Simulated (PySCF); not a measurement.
Compound: C₇H₁₃P.
Z-matrix (Å and degrees, GFN2-xTB geometry), rows numbered from 1:
```
C 
C   1  1.5219
C   2  1.5276  1  113.29
C   3  1.5271  2  113.85  1   -64.15
P   4  1.8928  3  115.00  2    81.08
C   5  1.8359  4  101.24  3    48.54
C   6  1.3101  5   69.39  4    93.32
C   7  1.4687  5  144.29  6  -179.09
H   1  1.0881  2  110.57  3   -57.70
H   1  1.0881  2  110.39  3  -177.67
H   1  1.0892  2  110.75  3    62.36
H   2  1.0928  1  109.35  3  -121.80
H   2  1.0934  1  109.14  3   120.81
H   3  1.0944  2  109.42  1    58.27
H   3  1.0942  2  108.25  1   174.92
H   4  1.0930  3  109.92  2   -40.08
H   4  1.0942  3  109.64  2  -158.00
H   6  1.0674  5  145.72  7   176.35
H   8  1.0899  7  109.77  5    59.65
H   8  1.0900  7  110.69  5  -179.74
H   8  1.0900  7  110.21  5   -58.86
```

NICS = −σ at a ghost point: NICS(0) at the centroid of the ring atoms, NICS(1) 1 Å to either side along the normal of their mean plane, zz for the tensor component along that normal. Level: GIAO PBE0/pcSseg-1 (PySCF, non-relativistic, gas phase) on the GFN2-xTB geometry, one conformer.

Ring bond lengths (Å), with Mayer bond orders in brackets: P5–C6 1.836 (0.91), C6–C7 1.310 (1.68), C7–P5 1.842 (0.88).

Give the NICS values of each ring in ppm.

| ring | type | NICS(0) | NICS(1), two faces | NICS(1)zz, two faces | rms pucker (Å) | centre to ring atoms, mean (Å) |
| --- | --- | --- | --- | --- | --- | --- |
| P5–C6–C7 | 3-membered ring with P; formal bonds 1 double, 2 single | -26.2 | -10.3 / -7.4 | -22.1 / -14.1 | 0.00 | 0.96 |

What can be read from them?

- P5–C6–C7: mean NICS(1)zz -18.1 ppm, shielded. C4, outside the ring, lies 1.75 Å from a NICS(1) probe. The two faces differ by 8.0 ppm, so no symmetry operation interchanges them. NICS(0) lies 17 ppm below the mean NICS(1).

How equal are the bonds by HOMA? HOMA = 1 − mean of α(R − Ropt)² over the ring bonds, with Krygowski's 1993 parameters (CC: Ropt 1.388 Å, α 257.7 Å⁻²; CP: Ropt 1.698 Å, α 118.91 Å⁻²).

- P5–C6–C7: HOMA -1.10; the largest term is that of C7–P5, α(R − Ropt)² = 2.47.

At the first NICS(1) probe listed for ring P5–C6–C7, 1 Å off the ring, how large is the induced field along the normal in 14.1 T applied along it?

NICSzz × B0 = -22.1 ppm × 14.1 T = -312 μT, against the applied field.

Give the inner angles of the rings and the Hirshfeld charges of the ring atoms.

- P5–C6–C7: P5 41.7° (+0.100 e), C6 69.4° (-0.100 e), C7 68.9° (-0.023 e); sum 180.0° against 180° for a flat convex ring.

Cost: about 2.3 min of CPU time on one thread (with the writing of density and orbital grids); the machine was shared, so the figure is rough. This is the whole shielding run at PBE0/pcSseg-1, SCF included.
